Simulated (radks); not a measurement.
Coulomb parameter of the 5d shell of the gold ion Au+ in the model configuration [Xe] 4f14 5d9 6p1, as a second difference U = [E(n + 0.25) + E(n - 0.25) - 2 E(n)] / (0.25)^2 with all orbitals relaxed. "Bare": the charge of the atom changes with n. "Screened": the 6p shell takes up the change at fixed total charge, which measures U(5d,5d) + U(6p,6p) - 2 U(5d,6p). Method: scalar-relativistic Kohn-Sham, PBEsol, spin-unpolarised, spherical densities, point nucleus; computed with a radial shooting solver on a logarithmic mesh with Libxc functionals.

[
 {"case": "start", "configuration": "[Xe] 4f14 5d9 6p1", "E - E(n) (eV)": "0.000"},
 {"case": "bare +0.25", "configuration": "[Xe] 4f14 5d9.25 6p1", "E - E(n) (eV)": "-4.494"},
 {"case": "bare -0.25", "configuration": "[Xe] 4f14 5d8.75 6p1", "E - E(n) (eV)": "5.207"},
 {"case": "screened +0.25", "configuration": "[Xe] 4f14 5d9.25 6p0.75", "E - E(n) (eV)": "-2.702"},
 {"case": "screened -0.25", "configuration": "[Xe] 4f14 5d8.75 6p1.25", "E - E(n) (eV)": "2.855"}
]

U(bare) = 11.411 eV, U(screened by 6p) = 2.452 eV, against the Slater integral F0(5d,5d) = 16.288 eV with frozen orbitals.
